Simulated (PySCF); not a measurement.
Method: PBE-D3(BJ)/def2-TZVP // PBE-D3(BJ)/def2-SVP in PySCF. All species are isolated molecules in the gas phase. Delta-SCF ions had no search for a lower state. Excitations are Tamm–Dancoff values on a coarser integration grid. The basis has no diffuse functions, so Rydberg states are missing or too high.

Reference species (SMILES): `C#Cc1c([SiH3])sc2ccccc12` (neutral, multiplicity 1).

The T1 excitation (TDA) comes out as 2.69 eV and the HOMO is -5.47 eV. The HOMO–LUMO gap is 3.06 eV and the vertical ionisation energy (Delta-SCF) is 7.66 eV.

Changed species: `[SiH3]c1cc2c(cc1)sc(C#C)c2`.

Task: What does the change do to the T1 excitation (TDA), HOMO, HOMO–LUMO gap and vertical ionisation energy (Delta-SCF)?

Result: the T1 excitation (TDA) increases by 0.02 eV, to 2.71 eV; the HOMO falls by 0.14 eV, to -5.61 eV; the HOMO–LUMO gap rises by 0.06 eV, to 3.12 eV; the vertical ionisation energy (Delta-SCF) increases by 0.14 eV, to 7.80 eV.
